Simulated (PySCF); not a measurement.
MoH₄, triplet: data card

Computed with UPBE0/[Mo def2-TZVP with ECP28, H def2-TZVP], scalar-relativistic core potentials, density fitting, no spin–orbit coupling, PySCF.

The structure is a minimum.

* Point group: Td
* Bond lengths: Mo–H 1.686 Å (×4)
* Bond angles: H–Mo–H 109.5° (×6)
* Rotational constants: 2.207, 2.207, 2.207 cm⁻¹
* Entropy at 298.15 K and 1 bar (electronic part: spin only): 238.1 J/(mol K)
* Dipole moment: 0.00 D
* Zero-point energy: 64.7 kJ/mol
* Highest occupied level (α): -7.28 eV
* Atomisation energy without zero-point energy: 956 kJ/mol
* Spin squared ⟨S²⟩: 2.030
* Lowest empty level (α): -2.22 eV
* Principal polarisabilities: 47.3, 47.3, 47.3 bohr³
* Rotational symmetry number: 12
* Principal quadrupole moments (Buckingham, traceless) about the centre of mass: 0.00, 0.00, 0.00 D Å
* Enthalpy at 298.15 K above 0 K: 11.97 kJ/mol
* Heat capacity Cp at 298.15 K: 54.4 J/(mol K)

Harmonic modes (masses in u: Mo 97.905, H 1.008):
```csv
symmetry,ω (cm⁻¹),"IR (km/mol, summed over degenerate members)"
t2,550,488
e,721,0.0
t2,1921,808
a1,1963,0.0
```

In Td the vibrations span 2t2 + e + a1. The a1, e modes carry no infrared intensity, as symmetry demands.

Charges (e):
| atom | Mulliken | Löwdin | polar tensor | spin (Mulliken) | Mayer order to Mo1 |
| --- | --- | --- | --- | --- | --- |
| Mo1 | 0.43 | 0.21 | 1.26 | 2.42 | – |
| H2,3,4,5 | -0.11 | -0.05 | -0.32 | -0.11 | 0.97 |

Mulliken populations on Mo1 (electrons outside its core potential): s 2.74, p 6.29, d 4.53, f 0.01.

Formally Mo is in oxidation state +4, d2, with 2 unpaired electrons (the high-spin count). The Mulliken spin on Mo is 2.42. The polar-tensor charge on Mo, 1.26, is far below the formal one.

Other isomers or separated fragments may lie lower. With open d or f shells other occupations or spin states may lie lower.

The final relaxation and frequency run took 15 s on 2 threads of a shared Arm Neoverse V2 host, with 64 basis functions and 6 gradients; the process peaked at 0.92 GiB. Launch command: `OMP_NUM_THREADS=2 python axn.py task.json out`.
